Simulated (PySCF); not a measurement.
[IBr2]- (charge -1).
Bonds: I1–Br2, I1–Br3.

Method: TDDFT CAM-B3LYP/def2-SVPD, vertical, gas phase, core orbitals frozen in the response, def2 core potentials past Kr in PySCF. Isolated species at its PBE0-D3(BJ)/def2-SVP geometry, gas phase. Spin–orbit coupling is left out.

Q: List the vertical singlet excitations with oscillator strengths and describe the spectrum.

A: 

```
state  λ (nm)  E (eV)       f  |μ| (D)  symmetry  main configurations (H = HOMO, L = LUMO)
   S1   426.5    2.91  0.0000     0.00         –                            H-1/H→L (≥94%)
   S2   426.5    2.91  0.0000     0.00         –                            H-1/H→L (≥94%)
   S3   296.7    4.18  0.0061     0.62        Πu                               H-3→L (93%)
   S4   296.7    4.18  0.0061     0.62        Πu                               H-4→L (93%)
   S5   258.3    4.80  0.0000     0.01         –                  H-6→L (71%), H-5→L (24%)
   S6   258.3    4.80  0.0000     0.00         –                  H-5→L (71%), H-6→L (24%)
   S7   245.9    5.04   1.520     8.92       Σu+                               H-2→L (91%)
   S8   205.3    6.04  0.0000     0.00         –           H-1/H→L+1 (≥84%), H-3→L+2 (11%)
   S9   205.3    6.04  0.0000     0.00         –           H-1/H→L+1 (≥84%), H-4→L+2 (11%)
```

Triplets (Tamm–Dancoff): T1 2.37 eV, H-1/H→L (≥93%); T2 2.37 eV, H-1/H→L (≥93%); T3 3.01 eV, H-2→L (97%).

The lowest singlet level (S1/S2) comes at 426 nm (281 kJ/mol) in the visible; it is dark (f under 0.0005). The strongest level in the table is S7 at 5.04 eV (246 nm, f = 1.520). S1/S2, S3/S4, S5/S6 and S8/S9 lie within about 0.01 eV of each other in each set; the point group D∞h has degenerate representations, and within a degenerate level the listed configurations can mix freely. Löwdin shares by element: HOMO (one of a set within 0.03 eV) bromine 56%, iodine 44%; LUMO bromine 54%, iodine 46%. The listed states span 3.13 eV, and the widest gap between neighbours is 1.27 eV (S2 to S3). Weighted by f, the mean energy of these states is 5.03 eV. 2 computed singlets (S1 to S2) lie in the visible range (380 to 750 nm), S1 for one at 426 nm, dark in the vertical dipole picture (f under 0.0005); light of that wavelength is violet, and its complementary colour is yellow-green; a Tamm–Dancoff triplet lies at 523 nm, without intensity as long as spin–orbit coupling is left out. No detachment energy is given for this anion; states above it aren't bound, and a finite basis only mimics them. Symmetry labels in D∞h follow from the direction of the transition dipole and are given only for states with f of 0.002 or more. Orbitals of the list HOMO-3 to LUMO+2 that lie within 0.01 eV of each other are written together with a slash and their weights summed (≥ marks a lower bound); for degenerate orbitals outside that list single weights are arbitrary. The window holds the lowest 10 singlets. The highest level found (6.06 eV, f 0.015 so far) is left out, since the window may have cut off a degenerate partner.

Hardware: one thread, Arm Neoverse V1, shared host. Cost: 12 s wall.
